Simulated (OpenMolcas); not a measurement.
# S2+: Slater's ratio, worked from levels

* Program: OpenMolcas 26.06
* Basis: ANO-R3 [6s5p4d3f1g]
* Scalar Hamiltonian: X2C, finite nucleus
* Active space: 2 electrons in 9 orbitals (RAS2 3p; RAS3 3d 4s, at most 1 electron)
* State averaging: 2S+1 = 3 even, 3 roots; 2S+1 = 1 even, 6 roots; 2S+1 = 3 odd, 18 roots; 2S+1 = 1 odd, 18 roots
* Spin-orbit coupling: RASSI with atomic mean-field integrals over the reference wave functions, term energies averaged over their components

Methods: RASSCF; MS-RASPT2, IPEA 0.25 Eh, imaginary shift 0.1 Eh (closed shells correlated: 2s 2p 3s). Measured levels: NIST levels in Podobedova, Kelleher and Wiese, J. Phys. Chem. Ref. Data 38, 171 (2009).

**Slater's ratio.** With one set of orbitals, p2 has 1D - 3P = 6 F2 and 1S - 1D = 9 F2 (F2 = F²/25), a ratio of 3/2. Term energies are centres of gravity, weighted by 2J + 1.

```tsv
Source	1D - 3P	1S - 3P	F2 from the first	Ratio
RASSCF	13749	34144	2292	1.483
MS-RASPT2	10644	31949	1774	2.002
measured	10760	26599	1793	1.472
```

Energies in cm-1. A ratio away from 3/2 shows effects beyond one configuration with one set of orbitals, and in heavier atoms second-order spin-orbit shifts.

CASPT2 does not keep the components of a term degenerate, so their means are used; among the terms shown or strongly mixed into the levels shown the widest spread is 190 cm-1 (3s2 3p2 1D, MS-RASPT2). Over all roots computed the reference weight is 0.85 to 0.96 in MS-RASPT2; the roots of lowest weight are the least certain, and an intruder state may touch them. With the s shell closed, the reference lacks s² → p² mixing. Some terms miss by over 15 % even with CASPT2, which points to a basis or an active space too small for the shells correlated (holds for MS-RASPT2). Computed and measured levels are paired by configuration, term and J; levels that our copy of the source lacks, or whose pairing is in doubt (as where it misses far off the trend of its configuration), stay unpaired and out of the deviations. Only configurations of the active space appear.
